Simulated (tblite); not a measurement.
Compound: C2H11Si3 (doublet state).
Numbering: `[SiH2:1][CH2:2][CH:3]([SiH3:4])[SiH3:5]` (hydrogens: H6, H7 on Si1; H8, H9 on C2; H10 on C3; H11, H12, H13 on Si4; H14, H15, H16 on Si5)

Cartesian coordinates in Å at the GFN2-xTB level; atoms count from 1:
```
atom  x, y, z in Å
Si1    2.6015   -0.3835    0.2078
C2     1.0553    0.6716    0.5010
C3    -0.2170    0.1060   -0.1590
Si4   -0.8220   -1.5148    0.6314
Si5   -1.5812    1.4398   -0.1703
H6     2.6704   -1.6120    0.9901
H7     2.8561   -0.6153   -1.2119
H8     0.8804    0.7891    1.5730
H9     1.2374    1.6792    0.1134
H10    0.0166   -0.1167   -1.2071
H11   -2.0876   -1.9166    0.0159
H12    0.1512   -2.5921    0.4255
H13   -1.0067   -1.3140    2.0704
H14   -2.7867    0.9415   -0.8328
H15   -1.0839    2.6139   -0.8971
H16   -1.8916    1.8330    1.2060
```

Calculated harmonic vibrations of the isolated species, GFN2-xTB (tblite), most abundant isotopes, no scaling. Errors from tens to a few hundred cm⁻¹ against measured bands are possible. Modes of hydrogen on silicon can be 10 to 20 % off. One conformer, not necessarily the lowest. Open shells enter through the occupations alone, without spin polarisation, and single modes of such species can be off by tens of per cent.

Harmonic wavenumbers (cm⁻¹): 48.2, 100.9, 123.9, 142.2, 174.1, 194.2, 259.4, 275.5, 470.8, 497.7, 510.2, 512.5, 546.8, 557.2, 672.8, 741.7, 768.0, 769.9, 776.9, 785.1, 787.4, 792.9, 803.9, 820.3, 858.8, 1037.1, 1090.7, 1128.5, 1258.2, 1290.7, 1484.9, 2225.1, 2236.4, 2246.2, 2256.6, 2257.8, 2268.7, 2271.3, 2294.8, 2893.4, 2922.6, 2961.1.

A = 3002, B = 1400, C = 1018 MHz; mass 119.017 u (most abundant isotopes); point group C1, symmetry number 1; spin multiplicity 2.

Task: What is the zero-point energy?

Result: Half the sum of the wavenumbers: 23558 cm⁻¹ = 281.81 kJ/mol.

Task: Give the ideal-gas entropy at 298.15 K and 1 bar in the rigid-rotor, harmonic-oscillator model (classical rotation).

Result: Translation 168.46, rotation 120.12, vibration 119.11, spin (R ln 2) 5.76: S = 413.5 J/(mol K).

Task: And Cp and H(298.15 K) − H(0)?

Result: Cp = 163.49 J/(mol K), of which vibrations give 130.23 (their classical limit is 42 R = 349.2); H(298.15 K) − H(0) = 29.21 kJ/mol without the zero-point energy, 19.30 from vibrations.

Task: Blend soft modes into free rotors: weight 1/[1 + (100 cm⁻¹/ν̃)⁴] for the oscillator and the rest for a rotor with moment μB/(μ + B), μ = h/(8π²ν), B = 10⁻⁴⁴ kg m². What vibrational entropy results?

Result: 112.02 J/(mol K) in place of 119.11, which changes −T·S at 298.15 K by +2.11 kJ/mol.

Task: How do the functions run with temperature in this model?

Result: 
```json
{"T (K)": "150", "S (J/(mol K))": "325.7", "Cp (J/(mol K))": "98.5", "H − H(0) (kJ/mol)": "9.72", "G − H(0) (kJ/mol)": "-39.13", "ln q(vib)": "2.72"}
{"T (K)": "250", "S (J/(mol K))": "386.5", "Cp (J/(mol K))": "143.4", "H − H(0) (kJ/mol)": "21.81", "G − H(0) (kJ/mol)": "-74.80", "ln q(vib)": "5.29"}
{"T (K)": "400", "S (J/(mol K))": "466.7", "Cp (J/(mol K))": "198.8", "H − H(0) (kJ/mol)": "47.74", "G − H(0) (kJ/mol)": "-138.93", "ln q(vib)": "9.20"}
{"T (K)": "600", "S (J/(mol K))": "557.1", "Cp (J/(mol K))": "247.3", "H − H(0) (kJ/mol)": "92.69", "G − H(0) (kJ/mol)": "-241.59", "ln q(vib)": "14.23"}
{"T (K)": "900", "S (J/(mol K))": "666.9", "Cp (J/(mol K))": "293.6", "H − H(0) (kJ/mol)": "174.41", "G − H(0) (kJ/mol)": "-425.84", "ln q(vib)": "21.09"}
```

q(vib) and H(0) count from the zero-point level.

Task: What must be added to the electronic energy to get the Gibbs energy at 298.15 K and 1 bar?

Result: ZPE + [H(298.15 K) − H(0)] − T·S = 281.81 + 29.21 − 123.27 = 187.75 kJ/mol.

Hindered rotation and anharmonicity are outside this model. Other conformers, if any are populated, would add a mixing term that is left out. The structure is chiral; the term R ln 2 for an equal mix with its mirror image is left out.

On one thread of an Arm Neoverse V1, shared host, this took 0.56 s wall. The figure is for the frequency step alone.
